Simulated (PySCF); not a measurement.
**Correlation energy of Ho (holmium, neutral)**

[Xe] 4f10 5d1 6s2, one real determinant (an excited configuration). All numbers are calculated (PySCF 2.14, scalar relativity by spin-free X2C-1e, in cc-pVDZ-X2C). Frozen: [Kr] 4d10; 21 electrons correlated.

MP2 pair energies summed by pair of shells (mhartree):

```
 pair   energy  share (%)
4f-4f  -252.78       36.9
4f-5p  -160.04       23.4
5p-5p  -105.44       15.4
4f-5s   -34.16        5.0
5p-6s   -28.10        4.1
5s-5p   -27.78        4.1
5p-5d   -19.99        2.9
6s-6s   -17.16        2.5
4f-6s   -10.79        1.6
4f-5d   -10.67        1.6
5d-6s    -9.69        1.4
5s-5s    -5.36        0.8
5s-5d    -1.98        0.3
5s-6s    -1.32        0.2
```

Total MP2 correlation energy: -685.27 mhartree.

Same-spin part -269.84 and opposite-spin part -415.43 mhartree; SCS-MP2 scales them by 1/3 and 6/5 to -588.46 mhartree.

The reference is one real determinant that mixes LS terms of this configuration.
